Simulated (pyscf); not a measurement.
Single points on ωB97X-D3(BJ)/def2-SVPD structures (PySCF, gas phase).

**Question.** PBE/def2-TZVPD puts the barrier of H₃C–CH(CH₃)–O⁻ → H₃C–C⁻(CH₃)–OH (hydrogen shift; singlet surface; C–H broken, H–O formed) at 217.9 kJ/mol and the reaction energy at +134.5 kJ/mol, from the reactant's lowest minimum found. What do r²SCAN/def2-TZVPD, PBE0-D3(BJ)/def2-TZVPD, ωB97M-D3(BJ)/def2-TZVPD give on the same structures?

**Answer.** r²SCAN: ΔE‡ = 230.9 kJ/mol, ΔE = +139.8 kJ/mol; PBE0-D3(BJ): ΔE‡ = 234.6 kJ/mol, ΔE = +139.6 kJ/mol; ωB97M-D3(BJ): ΔE‡ = 237.7 kJ/mol, ΔE = +139.7 kJ/mol. PBE's barrier lies under all of them, by 13.0 to 19.8 kJ/mol. Its reaction energy lies under all of them, by 5.1 to 5.3 kJ/mol. This is the saddle that the search found; another between the same sides may lie lower.
